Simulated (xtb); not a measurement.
C6H15O, SMILES C(C)(C)CC(C)[OH2+], charge +1. All values are semi-empirical tight-binding results from xtb (GFN2-xTB unless named), good for trends rather than for accurate numbers. Geometry optimised at GFN2-xTB. The isomer is the one that the SMILES or the coordinates give; other isomers of the formula were not compared. Other conformers were not sampled.

Optimised geometry:

Bonded distances (Å): C1–C2 1.534, C1–H8 1.091, C1–H9 1.095, C1–H10 1.088, C2–C3 1.527, C2–C4 1.540, C2–H11 1.093, C3–H12 1.088, C3–H13 1.086, C3–H14 1.086, C4–C5 1.519, C4–H15 1.090, C4–H16 1.092, C5–C6 1.511, C5–O7 1.507, C5–H17 1.093, C6–H18 1.087, C6–H19 1.086, C6–H20 1.088, O7–H21 0.977, O7–H22 1.000. Bond angles (°): C2–C1–H8 112.0, C2–C1–H9 112.3, C2–C1–H10 108.8, H8–C1–H9 112.4, H8–C1–H10 105.9, H9–C1–H10 104.9, C1–C2–C3 110.3, C1–C2–C4 113.6, C1–C2–H11 107.4, C3–C2–C4 112.0, C3–C2–H11 107.6, C4–C2–H11 105.5, C2–C3–H12 112.2, C2–C3–H13 109.8, C2–C3–H14 110.8, H12–C3–H13 107.5, H12–C3–H14 108.5, H13–C3–H14 107.9, C2–C4–C5 115.5, C2–C4–H15 108.0, C2–C4–H16 109.9, C5–C4–H15 107.7, C5–C4–H16 108.4, H15–C4–H16 106.9, C4–C5–C6 114.1, C4–C5–O7 105.5, C4–C5–H17 111.3, C6–C5–O7 106.7, C6–C5–H17 110.9, O7–C5–H17 107.8, C5–C6–H18 110.7, C5–C6–H19 109.5, C5–C6–H20 111.3, H18–C6–H19 108.4, H18–C6–H20 109.1, H19–C6–H20 107.7, C5–O7–H21 111.6, C5–O7–H22 106.3, H21–O7–H22 113.3.
Charge +1, spin multiplicity 1.

Computed properties:
- orbital gap: 7.57 eV
- zero-point energy: 125.7 kcal/mol
- G − E(el) at 298.15 K (modified RRHO): 104.9 kcal/mol
- static polarisability (D4 model): 77.4 bohr³
- solvation energy, GFN2-xTB/ALPB(water): -64.9 kcal/mol
- solvation energy, GFN2-xTB/ALPB(dmf): -59.4 kcal/mol

Computed IR lines (harmonic; lines under 4 % of the strongest left out, lines within 3 cm⁻¹ merged):
ν (cm⁻¹): 283 (w), 734 (w), 862 (w), 893 (m), 925 (w), 1016 (w), 1110 (w), 1311 (m), 2862 (vs), 2951 (w), 2996 (w), 3028 (w), 3325 (w) (against the strongest line: vs over 80 %, s over 45 %, m over 15 %, w over 4 %, vw less)

Computed atomic charges and the Wiberg bond orders between heavy atoms:
charges (e) C1 -0.14, C2 -0.02, C3 -0.13, C4 -0.10, C5 0.09, C6 -0.14, O7 -0.25, H8 0.05, H9 0.04, H10 0.08, H11 0.07, H12 0.04, H13 0.07, H14 0.06, H15 0.10, H16 0.08, H17 0.09, H18 0.09, H19 0.10, H20 0.07, H21 0.38, H22 0.40. Bond orders C1–C2 1.01, C2–C3 1.01, C2–C4 0.99, C4–C5 1.00, C5–C6 1.02, C5–O7 0.80.
